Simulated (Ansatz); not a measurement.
`FC(F)(F)c1cnc(-c2cnc(-c3cnc(-c4cnc(C(F)(F)F)nc4)nc3)nc2)nc1`. Charge 0, multiplicity 1. Geometry r2SCAN-D4/def2-SVP; atoms count from 1.

Cartesian coordinates in Å:
```
F -2.096 2.384 8.918
C -0.924 1.786 8.652
F 0.050 2.618 9.060
F -0.843 0.677 9.403
C -0.795 1.465 7.192
C -0.033 0.382 6.740
N 0.114 0.116 5.448
C -0.508 0.933 4.580
C -0.346 0.644 3.146
C 0.426 -0.438 2.684
N 0.571 -0.705 1.392
C -0.056 0.110 0.526
C 0.101 -0.184 -0.908
C -0.506 0.603 -1.903
N -0.366 0.341 -3.198
C 0.389 -0.719 -3.528
C 0.548 -1.012 -4.965
C 1.315 -2.097 -5.423
N 1.466 -2.360 -6.720
C 0.849 -1.530 -7.560
C 0.985 -1.855 -9.042
F 0.881 -0.759 -9.796
F 2.156 -2.437 -9.310
F 0.009 -2.704 -9.411
N 0.085 -0.483 -7.255
C -0.063 -0.225 -5.956
N 1.013 -1.536 -2.663
C 0.868 -1.268 -1.370
N -0.815 1.169 0.857
C -0.955 1.429 2.151
N -1.270 1.989 4.913
C -1.411 2.248 6.208
H 0.463 -0.289 7.452
H 0.931 -1.093 3.403
H -1.120 1.464 -1.617
H 1.809 -2.760 -4.704
H -0.684 0.630 -5.670
H 1.371 -1.925 -0.650
H -1.571 2.289 2.437
H -2.041 3.103 6.485
```

Single mean-field runs in def2-SVP are fitted with def2-universal-jkfit.

Question: Estimate the Mulliken populations of the heavy atoms from the PBE0/def2-SVP orbitals of Ansatz.

Answer: 
```json
{"atom": "F1", "charge (e)": "-0.18"}
{"atom": "C2", "charge (e)": "0.64"}
{"atom": "F3", "charge (e)": "-0.18"}
{"atom": "F4", "charge (e)": "-0.18"}
{"atom": "C5", "charge (e)": "-0.29"}
{"atom": "C6", "charge (e)": "0.14"}
{"atom": "N7", "charge (e)": "-0.16"}
{"atom": "C8", "charge (e)": "0.07"}
{"atom": "C9", "charge (e)": "-0.12"}
{"atom": "C10", "charge (e)": "0.13"}
{"atom": "N11", "charge (e)": "-0.16"}
{"atom": "C12", "charge (e)": "0.07"}
{"atom": "C13", "charge (e)": "-0.12"}
{"atom": "C14", "charge (e)": "0.13"}
{"atom": "N15", "charge (e)": "-0.16"}
{"atom": "C16", "charge (e)": "0.07"}
{"atom": "C17", "charge (e)": "-0.12"}
{"atom": "C18", "charge (e)": "0.13"}
{"atom": "N19", "charge (e)": "-0.15"}
{"atom": "C20", "charge (e)": "-0.10"}
{"atom": "C21", "charge (e)": "0.65"}
{"atom": "F22", "charge (e)": "-0.17"}
{"atom": "F23", "charge (e)": "-0.17"}
{"atom": "F24", "charge (e)": "-0.19"}
{"atom": "N25", "charge (e)": "-0.15"}
{"atom": "C26", "charge (e)": "0.13"}
{"atom": "N27", "charge (e)": "-0.16"}
{"atom": "C28", "charge (e)": "0.13"}
{"atom": "N29", "charge (e)": "-0.16"}
{"atom": "C30", "charge (e)": "0.13"}
{"atom": "N31", "charge (e)": "-0.16"}
{"atom": "C32", "charge (e)": "0.14"}
```
Mulliken values depend strongly on the basis.

Question: And the Mayer bond orders between heavy atoms (over 0.3)?

Answer: F1–C2 1.12 (1.34 Å); C2–F3 1.15 (1.34 Å); C2–F4 1.12 (1.34 Å); C2–C5 0.95 (1.50 Å); C5–C6 1.36 (1.40 Å); C5–C32 1.36 (1.40 Å); C6–N7 1.52 (1.33 Å); N7–C8 1.54 (1.34 Å); C8–C9 1.01 (1.47 Å); C8–N31 1.54 (1.34 Å); C9–C10 1.35 (1.41 Å); C9–C30 1.35 (1.41 Å); C10–N11 1.52 (1.33 Å); N11–C12 1.53 (1.34 Å); C12–C13 1.01 (1.47 Å); C12–N29 1.53 (1.34 Å); C13–C14 1.35 (1.41 Å); C13–C28 1.35 (1.41 Å); C14–N15 1.52 (1.33 Å); N15–C16 1.54 (1.34 Å); C16–C17 1.00 (1.47 Å); C16–N27 1.54 (1.34 Å); C17–C18 1.36 (1.41 Å); C17–C26 1.36 (1.41 Å); C18–N19 1.51 (1.33 Å); N19–C20 1.51 (1.33 Å); C20–C21 0.90 (1.52 Å); C20–N25 1.51 (1.33 Å); C21–F22 1.15 (1.33 Å); C21–F23 1.15 (1.33 Å); C21–F24 1.12 (1.35 Å); N25–C26 1.51 (1.33 Å); N27–C28 1.52 (1.33 Å); N29–C30 1.52 (1.33 Å); N31–C32 1.52 (1.33 Å).
